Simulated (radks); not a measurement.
The mean radii <r> (bohr) of the occupied orbitals of an atom or ion are listed with their occupations. Method: scalar-relativistic Kohn-Sham, SCAN, spin-unpolarised, spherical densities, finite nucleus; meta-GGA in the generalised Kohn-Sham scheme; Fermi nuclear charge, rms radius of each element as measured or else 0.836 A^(1/3) + 0.57 fm; computed with a radial shooting solver on a logarithmic mesh with Libxc functionals.

orbital  occ.      <r>
1s          2  0.07681
2s          2   0.3582
2p          6   0.3207

Name the element and its charge.

Answer. Z = 20, calcium, charge +10: Ca10+ in [Ne]. The 1s radius gives Z: for a bare nucleus <r> = (2 gamma + 1)/(2Z) with gamma = sqrt(1 - (Z/c)^2), 0.07446 bohr for Z = 20, and screening makes it slightly larger (0.07681 here). The occupations add up to 10, and the charge is Z minus that.
